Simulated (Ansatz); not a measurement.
Ansatz results at the PBE0-D4/def2-TZVP geometry: size of the dipole moment (B3LYP/def2-TZVPP) 0.18 D; HOMO energy (B3LYP/def2-TZVPP) -7.61 eV; HOMO energy (PBE/def2-TZVPP) -6.66 eV.

Each molecule was computed in one conformer, which needn't be the lowest.

Task: Which molecule gave them?
A. `[CH3][Ga]([NH2])[SH]`
B. `[SH][Ga]([SH])[Br]`
C. `O=C=[N][Ga]([F])[F]`
D. `[Cl][Ga]([Cl])[Cl]`

Result: B. The others give `[CH3][Ga]([NH2])[SH]`: 2.08, -6.76, -5.71; `[Cl][Ga]([Cl])[Cl]`: 0.00, -9.15, -8.01; `O=C=[N][Ga]([F])[F]`: 0.33, -9.27, -8.07.

B3LYP here is the variant with VWN-RPA as its local correlation; programs differ in this.
